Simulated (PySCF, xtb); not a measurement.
Zr(Cl)2(NH2)(Me) (CH₅Cl₂NZr), SMILES [Cl][Zr]([CH3])([NH2])[Cl], multiplicity 1.

GFN2-xTB in xtb at its own geometry gives an orbital gap of 2.40 eV and a dipole moment of 4.42 D.

The structure is a stationary point at PBE-D3(BJ)/def2-SVP. The spin state was assumed, not searched. The structure was generated by enumeration; whether it is a known compound was not checked. The def2 effective core potentials stand for the cores of Zr; spin–orbit coupling is left out. One conformer was computed; it need not be the lowest.

Question: What does PBE0/def2-TZVP in PySCF give? (An estimate is asked for; the answer gives what the named calculation found.)

Answer: gap 6.12 eV (levels -7.91 and -1.78 eV), dipole 2.66 D.
